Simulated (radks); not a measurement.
The numbers below are computed, except where a source is named.
Task: Cd2+, 46 electrons, occupied as [Kr] 4d9 5p1 (not the ground configuration). Code: a radial shooting solver on a logarithmic mesh with Libxc functionals. Model: Dirac Kohn-Sham, BLYP, spin-unpolarised, spherical densities, finite nucleus; open shells fill j = l - 1/2 first; Fermi nuclear charge, rms radius 4.6087 fm. Some entries of the table are withheld. Estimate them.

orbital  occ.  eigenvalue (eV)  <r^2> (bohr^2)  <1/r> (bohr^-1)
1s1/2       2        -26538.36        0.001250            50.64
2s1/2       2        -3961.033         0.02037            11.69
2p1/2       2        -3689.757         0.01520            11.68
2p3/2       4        -3497.198         0.01651            10.94
3s1/2       2        -759.0322             (1)            4.104
3p1/2       2        -650.3031             (2)            4.011
3p3/2       4        -615.9174             (3)            3.831
3d3/2       4        -423.3665          0.1318              (4)
3d5/2       6        -416.3771          0.1345              (5)
4s1/2       2              (6)          0.8681            1.589
4p1/2       2         -96.0901          0.9947            1.470
4p3/2       4         -90.1575           1.060            1.413
4d3/2       4         -36.2279           1.724              (7)
4d5/2       5         -35.4635           1.768              (8)
5p1/2       1         -17.1140           8.963           0.4524
5p3/2       0         -16.5546           9.478           0.4384

Result: 
(1) 3s1/2 <r^2> (bohr^2): 0.1469
(2) 3p1/2 <r^2> (bohr^2): 0.1420
(3) 3p3/2 <r^2> (bohr^2): 0.1509
(4) 3d3/2 <1/r> (bohr^-1): 3.671
(5) 3d5/2 <1/r> (bohr^-1): 3.625
(6) 4s1/2 eigenvalue (eV): -131.1263
(7) 4d3/2 <1/r> (bohr^-1): 1.111
(8) 4d5/2 <1/r> (bohr^-1): 1.096
